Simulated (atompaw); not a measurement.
rhenium: one change to a PAW (atompaw) potential, before and after

```
Element                 : Re (Z = 75)
Generator               : atompaw 4.2.0.5
Type                    : PAW
Functional              : LDA (PW92)
Relativity              : scalar-relativistic
Frozen core             : [Xe] 4f14
Valence charge          : 7
Reference configuration : 5d5 6s1.75 6p0.25
Partial waves           : 6s (bound): rc 3.00 bohr; 6s channel at 0.25 Ry: rc 3.00 bohr; 6p (bound): rc 3.00 bohr; 6p channel at 1.8 Ry: rc 3.00 bohr; 5d (bound): rc 2.00 bohr; 5d channel at -0.1 Ry: rc 3.00 bohr
Local potential         : bessel scheme, radius 2.65 bohr
Core correction         : smooth core density matched at 2.85 bohr
Augmentation charge     : sinc compensation charge, radius 2.65 bohr; PAW radius 3.00 bohr; waves and projectors: custom polynom vanderbiltortho
```

Change: reference 5d5 6s0 6p0.

Cutoffs: the cutoffs (Ry, on a coarse ladder) from which the occupation-weighted sum of valence levels, in a spherical-Bessel basis at the reference potential, stays within 10 and 1 mRy of its value at 400 Ry; they do not see the model core or the augmentation charge, which bear on the density cutoff.

Problem. What does the change do?

Solution. The potential gets harder (21 Ry and 40 Ry → 25 Ry and 40 Ry); the range in which the d phases agree widens (upper end 1.4 → at the end of the scan); neither file shows a bound ghost.

```csv
quantity,base,changed
"cutoff, loose",21 Ry,25 Ry
"cutoff, tight",40 Ry,40 Ry
bound ghosts,none,none
s: phases at 3.02 bohr within 0.05 rad from the reference energy up to (Ry; the scan ends near 5),2.6,1.8
p: phases at 3.02 bohr within 0.05 rad from the reference energy up to (Ry; the scan ends near 5),3.4,3.1
d: phases at 3.02 bohr within 0.05 rad from the reference energy up to (Ry; the scan ends near 5),1.4,to the end of the scan
lowest overlap eigenvalue by channel,"s 0.20, p 0.32, d 0.14","s 0.13, p 0.25, d 0.54"
```

 The cutoffs see the waves, projectors and local potential, not the compensation charge or the core.
